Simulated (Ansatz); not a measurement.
`C[CH2][In-]([SeH2+])([CH2]C)[CH2]C`, charge 0, multiplicity 1.

(1) Give a relaxed structure at PBE0-D4/def2-TZVP (Ansatz). (Estimate.)

Results:

(1) Computed: 
```xyz
25

C    -2.359    0.705    1.392
C    -1.217   -0.297    1.501
In    0.191   -0.242   -0.175
Se   -1.769   -1.590   -2.069
C     1.800   -1.717   -0.270
C     2.157   -2.330    1.079
C     0.242    1.592   -1.369
C     1.052    2.706   -0.712
H    -2.962    0.546    0.491
H    -3.048    0.653    2.243
H    -1.991    1.733    1.338
H    -0.640   -0.114    2.414
H    -1.602   -1.317    1.599
H    -2.882   -0.822   -1.497
H    -1.567   -0.582   -3.117
H     1.489   -2.500   -0.970
H     2.675   -1.241   -0.722
H     1.296   -2.818    1.545
H     2.949   -3.084    0.997
H     2.510   -1.575    1.787
H    -0.789    1.923   -1.531
H     0.655    1.357   -2.355
H     0.648    2.978    0.268
H     1.067    3.622   -1.314
H     2.095    2.413   -0.556
```
This is one stationary point; other conformers may exist.
